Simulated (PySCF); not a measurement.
Al2H4O4. Atoms are numbered in the order given.

```xyz
10

Al     0.0000     0.0000     1.2569
O     -1.0582     1.0582     2.0855
O      1.0582    -1.0582     2.0855
Al     0.0000     0.0000    -1.2569
O     -1.0582    -1.0582    -2.0855
O      1.0582     1.0582    -2.0855
H     -1.1749     1.1749     3.0324
H      1.1749    -1.1749     3.0324
H     -1.1749    -1.1749    -3.0324
H      1.1749     1.1749    -3.0324
```

Geometry optimised at B3LYP-D3(BJ)/def2-SVP. The structure was generated by enumeration; whether it is a known compound was not checked. One conformer was computed; it need not be the lowest.

Computed with PySCF with PBE/def2-TZVP.

Gas-phase values at a fixed geometry.

* **total energy**: -787.96628 hartree
* **point group**: D2d
* **highest occupied level**: -6.79 eV
* **lowest empty level**: -1.38 eV
* **orbital gap**: 5.41 eV
* **dipole moment**: 0.00 D
* **quadrupole, principal values (traceless, Buckingham form, about the centre of nuclear charge)**: -12.90, -12.90, 25.81 D·Å
* **mean static polarisability**: 68.7 bohr³ (10.18 Å³)
* **polarisability, principal values**: 61.4, 61.4, 83.2 bohr³
